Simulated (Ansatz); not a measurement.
Born–Oppenheimer molecular dynamics of GeH6OS (9 atoms, charge 0, multiplicity 1). It starts at the highest image of a converged band. Of that band: Neighbouring images differ by up to 1.5 eV, so the band resolves the path poorly. A vibrational analysis at the climbing image gives one clearly imaginary mode, 1172i cm⁻¹: a first-order saddle point.

The calculation used RKS PBE-D4/def2-SVP (Ansatz 0.2.0).

- ensemble: NVE (velocity Verlet)
- time step: 0.5 fs
- steps asked: 200
- starting velocities drawn for: 300 K
- seed: 2164

First frame:

```xyz
9
Properties=species:S:1:pos:R:3
Ge 0.239 0.147 -0.007
H -0.416 0.246 1.739
O 1.822 -0.114 -0.859
H 1.876 -1.066 -1.078
H -0.769 1.098 -0.693
H -0.271 -1.342 0.056
S 1.381 2.122 1.240
H 2.404 1.336 1.680
H 0.221 1.033 1.836
```

**Question.** How far do the bonds stretch over the last three quarters of this one trajectory? (Pairs bonded in most of those frames.)

**Answer.** 
```json
{"bond": "Ge1–H2", "mean (Å)": "1.574", "spread (Å)": "0.090", "shortest": "1.43", "longest": "1.71"}
{"bond": "Ge1–O3", "mean (Å)": "1.831", "spread (Å)": "0.023", "shortest": "1.79", "longest": "1.86"}
{"bond": "Ge1–H5", "mean (Å)": "1.550", "spread (Å)": "0.035", "shortest": "1.49", "longest": "1.61"}
{"bond": "Ge1–H6", "mean (Å)": "1.576", "spread (Å)": "0.043", "shortest": "1.50", "longest": "1.65"}
{"bond": "O3–H4", "mean (Å)": "0.977", "spread (Å)": "0.012", "shortest": "0.96", "longest": "0.99"}
{"bond": "S7–H8", "mean (Å)": "1.366", "spread (Å)": "0.019", "shortest": "1.34", "longest": "1.41"}
{"bond": "S7–H9", "mean (Å)": "1.381", "spread (Å)": "0.031", "shortest": "1.33", "longest": "1.43"}
```

Mean temperature of the second half: 1762 K. The conserved energy stayed within 0.14 meV per atom of its start (net change 0.074 meV per atom), so the integration is sound. The kinetic energy rose, since the run started high on the potential surface and went downhill. It ends in pieces (GeH4O + H2S), so much of that is their flight and rotation, not heat. A run of 0.1 ps of so small a system gives no equilibrium averages. The orbitals stay closed-shell, which can raise the energy where a bond breaks towards radicals; this wasn't checked here.

Time of the run: 3.5 min on 2 threads of Arm Neoverse V2, with other jobs on the host, peak memory 0.14 GiB.
